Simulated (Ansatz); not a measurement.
Cost and result up the ladder for GeH2MePh (C7H10Ge) (18 atoms). Total charge 0; singlet. Geometry: PBE0-D4/def2-SVP.

Cartesian coordinates in Å:
```
Ge 0.146 -1.918 -0.575
H 1.356 -2.666 0.025
H -1.132 -2.754 -0.353
C 0.422 -1.633 -2.489
H 0.536 -2.592 -3.014
H 1.327 -1.030 -2.654
H -0.437 -1.096 -2.918
C -0.046 -0.210 0.345
C -1.290 0.433 0.411
C -1.423 1.671 1.039
C -0.311 2.284 1.614
C 0.932 1.655 1.561
C 1.061 0.417 0.933
H -2.173 -0.039 -0.032
H -2.401 2.159 1.081
H -0.414 3.254 2.108
H 1.806 2.131 2.015
H 2.042 -0.067 0.903
```

Ansatz; hardware A = 2 threads of AMD EPYC 7R13 on a shared host and a share (18 GiB) of an NVIDIA H100 80GB HBM3; B = 2 threads of AMD EPYC 7R13 on a shared host. Times are rough, and most runs start from the orbitals of an earlier one. CAM-B3LYP-D4/def2-TZVP serves as the yardstick here, not as an exact answer. Differences are given only for rows in sets of like size (and for xTB, whose basis is part of the method), since another set adds its own error. Binding counts from free atoms at the same level (Ge triplet, H doublet, C triplet; other spins of the atoms weren't run), without zero-point energy or a counterpoise term.

Correlated methods freeze 16 core orbitals; core or outer-core shells of Ge are correlated, in sets that lack core-valence functions. The rows differ in basis, and correlated rows in double-zeta sets carry the largest basis error.

Run but left out: HF/def2-TZVP (restricted singlet, unstable towards broken spin symmetry); HF/STO-3G (restricted singlet, unstable in another Hartree–Fock run and untested here).

Correlated methods converge slowly with the basis, most of all in double-zeta sets.

```csv
level,functions,wall time,binding energy per atom (eV),difference from CAM-B3LYP-D4/def2-TZVP (eV),remarks
PBE-D4/def2-SVP [B],180,3.8 s,4.62,–,–
MP2/def2-TZVP [A],325,6.5 s,4.40,-0.06,restricted SCF unstable
PBE0-D4/def2-SVP [B],180,7 s,4.56,–,–
r2SCAN0-D4/def2-TZVP [A],325,10 s,4.42,-0.04,–
CAM-B3LYP-D4/def2-TZVP [A],325,11 s,4.46,0.00,–
PBE0-D4/def2-TZVP [A],325,11 s,4.50,0.04,–
CCSD(T)/def2-SVP [A],180,12 s,4.28,–,restricted SCF unstable
r2SCAN-D4/def2-TZVP (with forces) [A],325,12 s,4.48,0.01,–
PBE-D4/def2-TZVP [A],325,13 s,4.57,0.11,–
```
